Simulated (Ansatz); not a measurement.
`CC[BH][AlH2]`, relaxed with RKS PBE-D4/def2-SVP in the Gaussian-basis code of Ansatz from a rough embedded geometry. The force threshold is 0.03 eV/Å; the program also tests the step.

Charge 0, multiplicity 1.

Start:

```xyz
12

C     0.491    1.189   -0.858
C     0.220    0.898    0.564
B     0.321   -0.657    0.806
Al   -0.980   -2.036    0.074
H    -0.277    0.749   -1.567
H     0.429    2.353   -1.041
H     1.521    0.897   -1.191
H    -0.751    1.226    0.856
H     0.980    1.452    1.235
H     1.185   -1.070    1.574
H    -2.229   -1.446   -0.862
H    -0.911   -3.555    0.410
```

Q: By how much does the energy fall, and how many steps does the optimiser take? (Best estimate.)

A: Computed: 39.80 kJ/mol, in 4 steps.

Q: Which bonds change most? (Estimate.)

A: Computed: B3–Al4 from 2.033 to 2.179 Å; C1–C2 from 1.477 to 1.549 Å; C1–H6 from 1.180 to 1.110 Å; Al4–H11 from 1.668 to 1.614 Å.

Q: Give the relaxed structure. (Estimate.)

A: Ansatz gave: 
```xyz
12

C     0.488    1.213   -0.878
C     0.278    0.927    0.630
B     0.368   -0.619    0.912
Al   -1.047   -2.021    0.027
H    -0.267    0.695   -1.506
H     0.411    2.299   -1.093
H     1.490    0.885   -1.224
H    -0.750    1.274    0.896
H     0.990    1.530    1.232
H     1.273   -1.046    1.619
H    -2.256   -1.532   -0.923
H    -0.978   -3.605    0.307
```
